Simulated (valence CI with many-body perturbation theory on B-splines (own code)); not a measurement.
**Energy levels of Zn X**

Computed by configuration interaction combined with many-body perturbation theory (CI+MBPT): three valence electrons over a frozen Dirac-Fock core [Ar], a basis of 7 s, 7 p, 8 d, 6 f, 4 g, 1 h functions for each j, with the one-electron correlation potential Σ1, the two-electron term Σ2, the three-electron term Σ3, Breit, model QED; selected CI, second order for the rest, scaled by the run's own slope (own B-spline code, finite nucleus).

No measured levels were compared; by estimate terms of the open shell hold to 2 to 4 % of their energy, and close levels can change places. Excitations out of the core, of the other parity, are not computed and may begin above about 57 eV (a cautious bound); beyond it only levels of the ground parity were kept, without lifetimes.

Levels 1 to 35 of 35, with energies above the lowest level, 3d3 4F_3/2. "Leading %" is the weight of the configuration and term that name the level; weights of strongly mixed levels are sums over their largest components and can fall short.

| No. | Configuration | Term | J | E (cm⁻¹) | Leading % | g | Second component |
| --- | --- | --- | --- | --- | --- | --- | --- |
| 1 | 3d3 | 4F | 3/2 | 0 | 99 | 0.401 |  |
| 2 | 3d3 | 4F | 5/2 | 1605 | 100 | 1.028 |  |
| 3 | 3d3 | 4F | 7/2 | 3636 | 100 | 1.237 |  |
| 4 | 3d3 | 4F | 9/2 | 5957 | 99 | 1.331 |  |
| 5 | 3d3 | 4P | 1/2 | 28670 | 97 | 2.601 |  |
| 6 | 3d3 | 4P | 3/2 | 28917 | 91 | 1.691 | 8 % 3d3 2P |
| 7 | 3d3 | 2G | 7/2 | 31107 | 99 | 0.889 |  |
| 8 | 3d3 | 4P | 5/2 | 31333 | 99 | 1.597 |  |
| 9 | 3d3 | 2G | 9/2 | 32807 | 90 | 1.095 | 9 % 3d3 2H |
| 10 | 3d3 | 2D | 3/2 | 39611 | 51 | 1.083 | 41 % 3d3 2P |
| 11 | 3d3 | 2P | 1/2 | 40845 | 96 | 0.733 |  |
| 12 | 3d3 | 2H | 9/2 | 42964 | 91 | 0.926 | 9 % 3d3 2G |
| 13 | 3d3 | 2H | 11/2 | 43882 | 100 | 1.090 |  |
| 14 | 3d3 | 2D | 5/2 | 45034 | 99 | 1.202 |  |
| 15 | 3d3 | 2P | 3/2 | 46284 | 51 | 1.088 | 46 % 3d3 2D |
| 16 | 3d3 | 2F | 7/2 | 69060 | 100 | 1.142 |  |
| 17 | 3d3 | 2F | 5/2 | 70044 | 99 | 0.858 |  |
| 18 | 3d3 | 2D | 5/2 | 107700 | 99 | 1.198 |  |
| 19 | 3d3 | 2D | 3/2 | 108590 | 100 | 0.799 |  |
| 20 | 3d2 4s | 4F | 3/2 | 714950 | 99 | 0.401 |  |
| 21 | 3d2 4s | 4F | 5/2 | 716380 | 96 | 1.024 |  |
| 22 | 3d2 4s | 4F | 7/2 | 718680 | 98 | 1.236 |  |
| 23 | 3d2 4s | 4F | 9/2 | 721580 | 100 | 1.333 |  |
| 24 | 3d2 4s | 2F | 5/2 | 725490 | 96 | 0.864 |  |
| 25 | 3d2 4s | 2F | 7/2 | 729880 | 97 | 1.143 |  |
| 26 | 3d2 4s | 2D | 5/2 | 743790 | 63 | 1.338 | 35 % 3d2 4s 4P |
| 27 | 3d2 4s | 2D | 3/2 | 744550 | 67 | 1.084 | 29 % 3d2 4s 4P |
| 28 | 3d2 4s | 4P | 1/2 | 744920 | 99 | 2.659 |  |
| 29 | 3d2 4s | 4P | 3/2 | 746590 | 70 | 1.473 | 26 % 3d2 4s 2D |
| 30 | 3d2 4s | 4P | 5/2 | 749470 | 64 | 1.458 | 35 % 3d2 4s 2D |
| 31 | 3d2 4s | 2P | 1/2 | 753850 | 99 | 0.676 |  |
| 32 | 3d2 4s | 2P | 3/2 | 756300 | 93 | 1.306 | 6 % 3d2 4s 2D |
| 33 | 3d2 4s | 2G | 9/2 | 759970 | 99 | 1.111 |  |
| 34 | 3d2 4s | 2G | 7/2 | 760010 | 99 | 0.889 |  |
| 35 | 3d2 4s | 2S | 1/2 | 815970 | 99 | 2.001 |  |

Names give the largest LS component (configuration and term), which can be under half, so a name can repeat, a term be missing and a line seem to break the LS rules; names also repeat where a configuration has a term twice.

Where two levels of one J and parity lie close, their mixing, g and order are uncertain.

The ionisation energy to 3d2 3F_2 of the next ion comes out as 237.91 eV (NIST: 238 ± 2.2 eV (theoretical)). All 35 levels together are meant to be complete up to 459440 cm⁻¹.
